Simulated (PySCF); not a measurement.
# How methods differ on the excitation energy of Ti²⁺

Ti²⁺ [Ar] 3d2 (3F) → Ti²⁺ [Ar] 3d1 4s1 (3D), as a difference of total energies. Calculation: PySCF 2.14, in def2-TZVPPD (6s6p4d2f1g, 67 functions); no relativity, point nucleus. Correlated levels: valence: [Ar] frozen. The calculations carry no spin-orbit coupling.

| method | excitation energy (eV) |
| --- | --- |
| UHF | 4.938 |
| MP2 (valence) | 4.972 |
| SCS-MP2 (valence) | 4.949 |
| CCSD (valence) | 4.980 |

Problem. How much does correlation contribute at MP2 (valence)?

Solution. 4.972 − (4.938) = 0.034 eV, measured against UHF.

With two correlated electrons CCSD is exact in that space.
